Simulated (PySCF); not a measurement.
A PySCF script (with the pyscf-properties extension) for the NMR shieldings of `N#C[Si@H]1C[Si@H](C(=O)C[SiH3])C1`, C₅H₁₁NOSi₃, on a GFN2-xTB geometry:

```python
import basis_set_exchange as bse
import numpy as np
from pyscf import gto, dft
from pyscf.prop import nmr

atoms = """
N    -5.329648    0.425191   -0.270011
C    -4.255424    0.034245   -0.346482
Si   -2.493912   -0.581165   -0.459757
C    -1.251362    0.869389   -0.665195
Si   -0.286501    0.284609    0.889018
C     1.166380   -0.784247    0.244215
O     0.897161   -1.655124   -0.562691
C     2.556055   -0.487565    0.665230
Si    3.252830    0.874097   -0.487245
C    -1.741146   -0.905586    1.276525
H    -2.473266   -1.659306   -1.442049
H    -1.702713    1.852418   -0.558820
H    -0.689451    0.873628   -1.594644
H     0.139101    1.265097    1.893007
H     3.184898   -1.373176    0.567412
H     2.576490   -0.133917    1.694168
H     4.623340    1.148147   -0.052606
H     3.232704    0.404926   -1.869879
H     2.424794    2.073792   -0.343091
H    -1.467448   -1.936355    1.480364
H    -2.371802   -0.572154    2.096762
"""
names = dict.fromkeys(["N", "C", "Si", "O", "H"], "pcSseg-1")
basis = {el: gto.basis.parse(bse.get_basis(n, elements=[el], fmt="nwchem")) for el, n in names.items()}
mol = gto.M(atom=atoms, basis=basis, charge=0, verbose=0)
mf = dft.RKS(mol, xc="PBE0")
mf.grids.level = 2
mf.grids.alignment = dft.numint.BLKSIZE   # the property module wants whole blocks of grid points
mf.conv_tol = 1e-9
mf.kernel()

calc = nmr.RKS(mf)   # GIAO
C = mf.mo_coeff
Co = C[:, mf.mo_occ > 0]
resp = mf.gen_response(singlet=True, hermi=2)
def vind(x):   # induced exchange potential for any number of trial vectors
    d = np.einsum("pi,xij,qj->xpq", C, 2 * x.reshape(-1, C.shape[1], Co.shape[1]), Co, optimize=True)
    return np.einsum("xpq,pi,qj->xij", resp(d - d.transpose(0, 2, 1)), C, Co, optimize=True).ravel()
mo1, _ = nmr.rhf.solve_mo1(calc, with_cphf=vind)
sigma = calc.kernel(mo1)
for i, s in enumerate(sigma):   # ppm
    w = np.linalg.eigvalsh((s + s.T) / 2)
    print("%2d %-2s iso %8.1f  s11 %8.1f  s22 %8.1f  s33 %8.1f" % (i, mol.atom_pure_symbol(i), w.mean(), *w))
```

Q: Give the expected output.

A: 
```
 0 N  iso    -95.3  s11   -284.7  s22   -281.1  s33    279.9
 1 C  iso     60.4  s11    -55.1  s22    -53.8  s33    290.1
 2 Si iso    387.3  s11    345.6  s22    388.1  s33    428.2
 3 C  iso    181.7  s11    162.7  s22    190.4  s33    192.1
 4 Si iso    381.0  s11    349.5  s22    389.9  s33    403.5
 5 C  iso    -59.7  s11   -167.8  s22   -113.9  s33    102.6
 6 O  iso   -447.2  s11  -1229.0  s22   -475.1  s33    362.3
 7 C  iso    144.9  s11    104.3  s22    137.9  s33    192.5
 8 Si iso    422.9  s11    381.3  s22    432.3  s33    455.1
 9 C  iso    183.0  s11    164.3  s22    190.7  s33    193.9
10 H  iso     26.5  s11     23.0  s22     25.2  s33     31.4
11 H  iso     30.6  s11     26.5  s22     28.7  s33     36.8
12 H  iso     31.1  s11     26.8  s22     28.8  s33     37.7
13 H  iso     26.3  s11     22.9  s22     25.1  s33     31.0
14 H  iso     29.1  s11     25.6  s22     27.3  s33     34.3
15 H  iso     28.7  s11     25.6  s22     29.1  s33     31.4
16 H  iso     27.6  s11     24.7  s22     25.0  s33     33.3
17 H  iso     28.0  s11     24.6  s22     26.3  s33     33.0
18 H  iso     27.6  s11     24.2  s22     27.5  s33     31.2
19 H  iso     31.0  s11     27.0  s22     28.0  s33     38.1
20 H  iso     30.7  s11     26.7  s22     28.3  s33     37.1
```

These numbers come from an equivalent density-fitted implementation of the same equations, which agrees with the script to about 0.01 ppm for H and up to a few tenths of a ppm for heavy atoms, so last digits may differ.

Size and cost of the density-fitted run: 246 basis functions, 86 s wall time on 1 thread of an Arm Neoverse V1, shared host; peak memory 1.1 GiB.
